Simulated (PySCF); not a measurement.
C2H7ClOSi2, SMILES C=C([SiH3])[Si@H](O)Cl.

Geometry: PBE0-D3(BJ)/def2-SVP. The structure was generated by enumeration; whether it is a known compound was not checked. The values are those of a single conformer.

All values below come from PySCF with ωB97X/def2-TZVP.

The molecule is in vacuum.

Computed frontier levels, gap, dipole moment and polarisability:
```json
{
  "highest_occupied_level": "-10.70 eV",
  "lowest_empty_level": "0.90 eV",
  "orbital_gap": "11.60 eV",
  "dipole_moment": "2.21 D",
  "quadrupole, principal values (traceless, Buckingham form, about the centre of nuclear charge)": "-6.00, -0.97, 6.97 D·Å",
  "mean_static_polarisability": "87.6 bohr³ (12.99 Å³)",
  "polarisability_principal_values": "70.9, 90.7, 101.3 bohr³"
}
```
